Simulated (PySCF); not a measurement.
**Bond length, frequency and bond energy of TaN⁺ by level of theory**

State: ²Σ⁺ (doublet), unpaired electrons σ ↑. Set-up: basis Ta def2-TZVPPD with ECP60, N def2-TZVPPD; scalar-relativistic core potentials; PySCF 2.14. De refers to Ta⁺ (5d3 6s1) + N in their high-spin ground configurations, without counterpoise correction. The functionals are run spin-unrestricted. A positive dipole points towards N; it is taken about the centre of mass and depends on that origin. Levels whose curve was spin-contaminated or gave no clean fit are not listed.

```csv
Level,Re (Å),ωe (cm⁻¹),De (eV),μ (D)
ROHF,1.614,1240,n/a,-4.50
ROHF-MP2,1.699,1033,n/a,n/a
ROHF-SCS-MP2,1.693,1038,n/a,n/a
ROHF-CCSD,1.655,1128,4.69,n/a
ROHF-CCSD(T),1.673,1071,5.40,n/a
PW91,1.665,1101,n/a,-3.57
BLYP,1.676,1073,n/a,-3.61
r²SCAN,1.656,1130,n/a,-3.67
M06-L,1.646,1144,n/a,-3.59
TPSSh,1.659,1117,n/a,-3.80
B3LYP,1.655,1128,n/a,-3.83
PBE0,1.644,1159,n/a,-3.83
ωB97X,1.629,1208,n/a,-4.04
```

(1) What does the three-parameter hybrid form, with a fifth of exact exchange, do here, going from BLYP to B3LYP?

(2) What does the triples do here, going from ROHF-CCSD to ROHF-CCSD(T)?

(3) What does all correlation do here, going from ROHF to ROHF-CCSD(T)?

Correlated steps freeze 1 core orbital. De is left out where the level can put another filling of the metal’s s and d shells below the measured ground configuration, by anything from nothing to about 1 eV. Spin–orbit coupling is left out, which matters for elements this heavy, above all for dissociation energies. For an ion De counts to the pair picked by the measured ionisation energies or electron affinities, which need not be the lowest pair at this level. Counting both spins, an empty level lies below a filled one in some of these solutions, because spin and occupation are held. UHF is strongly spin-contaminated for TaN⁺, so the ROHF reference used there is far from stable. With d or f electrons several states lie close, and the lowest PBE0 determinant need not be the measured ground state.

The whole job (state search and all levels along the bond) took about 18 min on 2 threads of Arm Neoverse V2 (shared host), peak memory 3.8 GiB.

## Answers

(1) B3LYP less BLYP: -2.1 pm in Re, +5.1 % in ωe. Exact exchange removes part of the self-interaction that spreads semilocal densities, and in most molecules shortens and stiffens the bond and lowers De; so it does here.

(2) ROHF-CCSD(T) less ROHF-CCSD: +1.8 pm in Re, -5.1 % in ωe, +0.71 eV in De. Correlation nearly always deepens the well. The bond lengthens, as in strong covalent bonds, where excitations into antibonding orbitals dominate.

(3) ROHF-CCSD(T) less ROHF: +5.9 pm in Re, -13.6 % in ωe. Correlation nearly always deepens the well. The bond lengthens, as in strong covalent bonds, where excitations into antibonding orbitals dominate.
